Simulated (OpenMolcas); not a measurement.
V⁺: from CASSCF to CASPT2

```
Program             : OpenMolcas 26.06
Basis               : ANO-RCC-VTZP [6s5p3d2f1g]
Scalar Hamiltonian  : DKH2, point nucleus
Active space        : 4 electrons in 11 orbitals (3d 4s 4d)
State averaging     : 2S+1 = 5 even, 15 roots; 2S+1 = 3 even, 49 roots kept (CI in the orbitals of an earlier block); 2S+1 = 1 even, 9 roots kept (CI in the orbitals of an earlier block)
Spin-orbit coupling : state interaction with AMFI integrals over the reference wave functions, term energies averaged over their components
```

Methods on the same reference wave functions:
A. CASSCF
B. SS-CASPT2, IPEA 0.25 Eh, imaginary shift 0.1 Eh (closed shells correlated: 3s 3p)
C. MS-CASPT2, IPEA 0.25 Eh, imaginary shift 0.1 Eh (closed shells correlated: 3s 3p)

Energies in cm-1 above 3d4 5D0, the measured ground level; measured values from NIST Handbook of Basic Atomic Spectroscopic Data.

```csv
Level,A,B,C,Measured
3d4 5D0,0.0,0.0,0.0,0.0
3d4 5D1,38.8,39.1,39.1,36.0
3d4 5D2,116,116,116,107
3d3 4s 5F1,197,1644,1644,2605
3d4 5D3,229,229,229,209
3d3 4s 5F2,285,1732,1732,2687
3d4 5D4,376,375,376,339
3d3 4s 5F3,417,1864,1864,2809
3d3 4s 5F4,593,2040,2040,2968
3d3 4s 5F5,813,2260,2260,3163
3d3 4s 3F2,7689,7270,7200,8640
3d3 4s 3F3,7905,7490,7420,8842
3d3 4s 3F4,8191,7770,7710,9098
3d4 3P0,13585,11690,11690,
3d4 3P1 [72 %],13751,11890,11890,
3d3 4s 5P1 [72 %],13876,12880,12880,
3d3 4s 5P2,13909,12970,12970,
3d3 4s 5P3,14085,13120,13120,
3d4 3P2,14211,12290,12290,
3d4 3H4,14584,13200,13200,
3d4 3H5,14668,13280,13280,
3d4 3H6,14775,13390,13390,
3d3 4s 3G3,15117,14350,14350,
3d3 4s 3G4,15223,14460,14460,
```

Deviations, from unrounded energies. A percentage is the sum of absolute deviations over the sum of measured energies, with the sign that they share, or ± where signs differ.

```tsv
Against measurement	Levels	A	B	C
mean absolute deviation (cm-1)	12	1200	730	750
fine structure of the ground term (%)	4	+9.8	+10.0	+10.0
other configurations (%)	8	-36.1	-21.4	-21.9
```

B, C lie about equally close to measurement and A furthest from it. The largest miss of B in the table is 3d3 4s 3F2, by -1400 cm-1. The ranking rests on the paired levels alone, and a cruder setting can come out closer through cancelling errors.

Between B and C the level of the table that moves most is 3d3 4s 3F2, by 65 cm-1 (lowest in C, highest in B). Moves below CASPT2's spread within the term are not significant.

The mean deviations of B to C differ by less than CASPT2's widest spread within a term (1100 cm-1), so their order carries little weight.

From A to B the spin-free energies of the other terms of 3d4 shown, above 5D, scale by factors of 0.86 to 0.90, as is usual when dynamic correlation screens the repulsion within a d or f shell.

The lowest spin-free term lies below A's lowest term by 0.349 hartree in B, 0.349 hartree in C.

CASPT2 does not keep the components of a term degenerate, so their means are used; among the terms shown or strongly mixed into the levels shown the widest spread is 1100 cm-1 (3d3 4s 5F, C). Terms from blocks run as CI alone lack orbitals of their own. Active for correlation alone: 4d; no level in the range computed is led by a configuration that fills it, so any true level of that kind is missing. Without dynamic correlation excited terms often stand tens of per cent too high (terms of higher spin than the ground term too low), and those without a measured partner can miss by more than the paired ones (holds for A). The CASPT2 spread within a term exceeds the gap to the next term for 3d3 4s 5P and 3d4 3H, 3d4 3F and 3d3 4s 3G, so the order of their levels is uncertain, and so are names and mixing where such terms share a J (holds for C). Computed and measured levels are paired by configuration, term and J; levels that our copy of the source lacks, or whose pairing is in doubt (as where it misses far off the trend of its configuration), stay unpaired and out of the deviations. Only configurations of the active space appear. Levels that lie high or do not pair safely by name in every column are left out.

A share in square brackets marks a mixed level and gives the weight of the term that names it, the lowest over the columns.
